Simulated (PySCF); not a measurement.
B3LYP has the VWN-RPA correlation part, as in Gaussian. 

## Cl₂Ga, SMILES `[Cl][Ga][Cl]` (charge 0, multiplicity 2)

All values below come from B3LYP-D3(BJ)/def2-TZVP in PySCF 2.14.0.

* **highest occupied spin orbital**: -6.92 eV
* **dipole moment**: 1.83 D
* **total energy**: -2845.4478 Ha
* **cost**: very roughly 2.9 core-minutes

```xyz
3

Cl     1.8879    -0.3433     0.0000
Ga    -0.0091     0.7407     0.0000
Cl    -1.8820    -0.3846     0.0000
```
Charge 0, spin multiplicity 2.
